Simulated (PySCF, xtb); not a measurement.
Sn(Cl)(NMe2) (C2H6ClNSn), SMILES [N]([Sn][Cl])(C)C (connectivity only; charge and spin as stated), neutral, multiplicity 1. One conformer was computed; it need not be the lowest.

Harmonic wavenumbers (cm⁻¹) from GFN2-xTB in xtb at its own minimum, in rising order: 65, 100, 177, 207, 228, 289, 311, 324, 487, 972, 1048, 1083, 1121, 1168, 1230, 1408, 1419, 1464, 1474, 1492, 1504, 2896, 2901, 2921, 2928, 2953, 3021.

Question: What does PBE-D3(BJ)/def2-SVP in PySCF 2.14.0 give at its own minimum? (An estimate is asked for; the answer gives what the named calculation found.)

Answer: 81, 130, 197, 236, 248, 295, 295, 330, 505, 961, 1044, 1060, 1105, 1207, 1223, 1371, 1387, 1395, 1411, 1415, 1441, 2890, 2897, 2944, 2953, 3009, 3060. Paired by order, the mean absolute difference is 28 cm⁻¹ and the zero-point energies are 50.3 and 50.2 kcal/mol.
